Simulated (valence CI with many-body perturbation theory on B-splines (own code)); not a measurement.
Values are calculated unless marked as measured or tabulated.
## Ladder of approximations for Ho60+

Method: relativistic CI+MBPT: five valence electrons over a frozen Dirac-Fock core [He], radial functions for each j: 9 s, 9 p, 8 d, 6 f, 3 g, 1 h, with the one-electron correlation potential Σ1 (screened to all orders), the two-electron term Σ2, the three-electron term Σ3, Breit, model QED; selected single and double excitations, second order for the rest (own B-spline code, finite nucleus).

No measured spectrum was set against this ion. As an estimate, large intervals hold to a few tenths of a per cent, small ones and those within an open d or f shell to about a per cent. Among the levels kept, up to 1100 cm⁻¹ of a level comes from second order outside the variational space, and about a tenth of that is noise between levels of different J, which matters for small intervals.

Each rung adds one term. CI alone is the Dirac-Coulomb CI over the frozen core; QED comes last and gives the full result, which names the levels. Energies are above (2s^2 2p1/2^2 2p3/2) J=3/2 on the same rung, in eV.

Levels are named by their leading jj configuration (3d3/2^4 stands for four electrons in 3d with j = 3/2), which in mixed levels can hold well under half, so a name can repeat and another be missing. Letters in brackets count levels of one name in rising energy.

```
                             Level  CI alone     Σ1     Σ2     Σ3   Breit     QED    Full
        (2s^2 2p1/2 2p3/2^2) J=3/2     884.8  +0.17  -0.04  -0.01  -12.20   +1.38   874.1
        (2s^2 2p1/2 2p3/2^2) J=5/2     914.7  +0.17   0.00  -0.04  -19.57   +1.38   896.6
        (2s^2 2p1/2 2p3/2^2) J=1/2     949.9  +0.17  +0.10  -0.08  -10.31   +1.35   941.1
        (2s 2p1/2^2 2p3/2^2) J=5/2    1187.9  -0.14  -0.29  -0.10   -4.86  -11.26  1171.2
        (2s 2p1/2^2 2p3/2^2) J=1/2    1273.1  -0.14  -0.25  -0.18   +2.56  -11.30  1263.8
        (2s 2p1/2^2 2p3/2^2) J=3/2    1279.6  -0.14  -0.47  -0.23   -2.32  -11.31  1265.1
              (2s^2 2p3/2^3) J=3/2    1839.1  +0.34  +0.08  -0.08  -24.99   +2.58  1817.0
      (2s 2p1/2 2p3/2^3) J=3/2 [a]    2093.0  +0.03  -0.22  -0.12  -13.01   -9.92  2069.7
          (2s 2p1/2 2p3/2^3) J=5/2    2139.3  +0.03  -0.26  -0.17  -20.41   -9.93  2108.5
          (2s 2p1/2 2p3/2^3) J=1/2    2186.2  +0.03  -0.39  -0.25  -12.76   -9.99  2162.9
      (2s 2p1/2 2p3/2^3) J=3/2 [b]    2199.9  +0.03  -0.40  -0.26  -16.98   -9.98  2172.3
           (2p1/2^2 2p3/2^3) J=3/2    2526.8  -0.27  -0.77  -0.35   -2.63  -22.45  2500.3
                (2s 2p3/2^4) J=1/2    3087.5  +0.20  -0.19  -0.23  -24.51   -8.62  3054.2
             (2p1/2 2p3/2^4) J=1/2    3438.6  -0.10  -0.63  -0.34  -15.22  -21.28  3401.1
           (2s^2 2p1/2^2 3s) J=1/2    7195.0  +0.27  +0.16  -0.16   -6.86   +2.26  7190.7
        (2s^2 2p1/2^2 3p1/2) J=1/2    7285.1  +0.20  +0.10  -0.16   -3.08   -1.39  7280.8
        (2s^2 2p1/2^2 3p3/2) J=3/2    7562.0  +0.24  +0.03  -0.16   -7.33   -1.00  7553.8
        (2s^2 2p1/2^2 3d3/2) J=3/2    7643.8  +0.28  +0.16  -0.16   -7.83   -1.45  7634.8
        (2s^2 2p1/2^2 3d5/2) J=5/2    7726.3  +0.28  +0.15  -0.16  -10.25   -1.28  7715.1
   (2s^2 2p1/2 2p3/2 3s) J=3/2 [a]    8093.3  +0.44  +0.03  -0.16  -20.73   +3.62  8076.5
       (2s^2 2p1/2 2p3/2 3s) J=1/2    8102.5  +0.44  +0.03  -0.16  -20.77   +3.64  8085.7
       (2s^2 2p1/2 2p3/2 3s) J=5/2    8118.7  +0.44  +0.06  -0.19  -27.08   +3.64  8095.6
   (2s^2 2p1/2 2p3/2 3s) J=3/2 [b]    8123.7  +0.44  +0.05  -0.19  -26.16   +3.63  8101.5
    (2s^2 2p1/2 2p3/2 3p1/2) J=1/2    8182.2  +0.37  +0.04  -0.16  -16.79   -0.01  8165.6
(2s^2 2p1/2 2p3/2 3p1/2) J=3/2 [a]    8190.4  +0.37  -0.01  -0.17  -18.84   -0.01  8171.7
    (2s^2 2p1/2 2p3/2 3p1/2) J=5/2    8209.2  +0.37  +0.04  -0.19  -24.35   -0.02  8185.0
(2s^2 2p1/2 2p3/2 3p1/2) J=3/2 [b]    8240.2  +0.37  -0.03  -0.18  -20.27   -0.04  8220.1
       (2s 2p1/2^2 2p3/2 3s) J=5/2    8355.8  +0.14  -0.08  -0.20  -12.81   -8.72  8334.1
   (2s 2p1/2^2 2p3/2 3s) J=3/2 [a]    8381.4  +0.14  -0.15  -0.21  -11.81   -8.84  8360.5
       (2s 2p1/2^2 2p3/2 3s) J=1/2    8433.8  +0.20  -0.17  -0.26  -14.34   -5.76  8413.4
   (2s 2p1/2^2 2p3/2 3s) J=3/2 [b]    8445.4  +0.15  -0.24  -0.28  -11.44   -7.90  8425.7
```

The middle columns are the shifts that each term adds.

How does the ionisation energy move along the ladder, and which term matters most?

CI alone 13429, + Σ1 13429, + Σ2 13430, + Σ3 13429, + Breit 13419, + QED 13418 eV. The largest step is Breit, -11 eV. NIST lists 13417 ± 10 eV (theoretical).
